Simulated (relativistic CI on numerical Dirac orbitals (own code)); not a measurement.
What each ingredient does to the levels of Au⁶³⁺

Base calculation: Dirac-Coulomb-Breit CI, KLI orbitals optimised for each configuration, QED by a radiative potential, unscaled Slater integrals.

Configuration list (outside the closed core [Ne]): 3s2.3p4, 3s2.3p3.3d, 3s.3p5, 3p6, 3s.3p4.3d, 3s.3p3.3d2, 3p5.3d, 3s2.3p2.3d.4p, 3s.3p3.3d.4s, 3s2.3p3.4s, 3p5.4s, 3p5.4p, 3s2.3p2.3d2, 3s2.3p.3d3, 3s.3p2.3d3, 3s2.3p.3d2.4s, 3p4.3d2, 3p3.3d3, 3p3.3d2.4s, 3s2.3p2.3d.4s, 3s.3p2.3d2.4s, 3s2.3p.3d.4s2. Double excitations out of closed p, d and f shells are left out; levels of such configurations are missing from the list, as are those of other unlisted configurations, and high levels can miss mixing partners.

Variants: (1) valence Slater integrals scaled by 0.9; (2) only the first 3 configurations; (3) one mean potential for all configurations. Shifts of the energy above 3s2.3p4 3P_2, in eV, for the lowest level and the first level of each name with at least 55 % of one term (blank where a level changes its place among those of its configuration and J or its character, or is not in the variant):

```tsv
Level	Base	Δ(1)	Δ(2)	Δ(3)
3s2.3p4 3P_2	0.000	0.000	0.000	0.000
3s2.3p4 1S_0	21.770	-1.964	+1.301	-0.005
3s2.3p3.3d 3P°_0	265.135	+0.143	-1.846	-0.122
3s2.3p4 3P_1	477.595	+0.814	+1.581	+0.028
3s2.3p4 1D_2	487.954	-0.256	+1.995	+0.026
3s2.3p2.3d2 3P_0	550.191	-0.508		-0.061
3s.3p5 3P°_2	681.742	+3.427	-0.516	+0.169
3s2.3p3.3d 3G°_5	848.185	+0.460	-1.758	-0.132
3s2.3p4 3P_0	974.933	-0.165	+4.254	+0.056
```

At this charge energies of transitions that change n are usually good to better than 1 %, and those within a shell (Δn = 0) to a few per cent.

Ionisation energy from the two ground configurations alone: base 6996.65 eV. The NIST ASD value (theoretical) is 6997 eV.

LS names give the leading component of a level, which can be under half, so a name can repeat, a term be missing and a line seem to break the LS rules.
